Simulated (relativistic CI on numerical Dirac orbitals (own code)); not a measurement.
Slater and spin-orbit integrals, Bi X

Method of calculation: Dirac-Coulomb-Breit CI, orbitals from a KLI potential per configuration, QED by a radiative potential, unscaled Slater integrals (own radial code, finite nucleus).

Slater integrals F^k, G^k are unscaled and averaged over j, outside the closed core [Kr] 4d10 4f14 5s2; ζ comes from projecting the Hamiltonian with its Breit term on Σ l·s of the shell.

- 5p⁶5d⁶: F^2(5d,5d) = 96674, F^4(5d,5d) = 65850, ζ(5d) = 11687 cm⁻¹; <r>(5d) = 1.095, <r^2>(5d) = 1.351 (bohr units).
- 5p⁶5d⁵6s: F^2(5d,5d) = 97242, F^4(5d,5d) = 66257, ζ(5d) = 12011, G^2(5d,6s) = 26746 cm⁻¹; <r>(5d) = 1.087, <r^2>(5d) = 1.334, <r>(6s) = 1.652, <r^2>(6s) = 3.026 (bohr units).
- 5p⁶5d⁵5f: F^2(5d,5d) = 97146, F^4(5d,5d) = 66188, ζ(5d) = 11976, F^2(5d,5f) = 71327, F^4(5d,5f) = 45907, G^1(5d,5f) = 82506, G^3(5d,5f) = 51385, G^5(5d,5f) = 36793, ζ(5f) = 611.89 cm⁻¹; <r>(5d) = 1.088, <r^2>(5d) = 1.337, <r>(5f) = 1.529, <r^2>(5f) = 2.663 (bohr units).

Task: Give the Racah parameters of the d shell in 5p⁶5d⁶.

Result: B = F²/49 − 5F⁴/441 = 1226 cm⁻¹ and C = 35F⁴/441 = 5226 cm⁻¹.

In this model ζ of a weakly bound d, f or g electron outside closed shells comes out too small, for d by up to a factor of two or three and at times with the wrong sign; that of an outer p electron is too small as well.

Averages of the first 10 configurations, taken without configuration mixing, which lowers the lowest level and can move excited configurations by several eV; other configurations of the list can lie among them:

```tsv
Configuration	Parity	States	Average energy above the lowest level (eV)
5p⁶5d⁶	even	210	8.1
5p⁶5d⁵6s	even	504	45.1
5p⁶5d⁵5f	odd	3528	78.0
5p⁵5d⁷	odd	720	90.2
5p⁶5d⁵6p	odd	1512	64.6
5p⁶5d⁵5g	even	4536	116.1
5p⁶5d⁴6s6p	odd	2520	103.2
5p⁶5d⁵6d	even	2520	89.6
5p⁶5d⁵7p	odd	1512	107.8
5p⁶5d⁴6s²	even	210	84.7
```
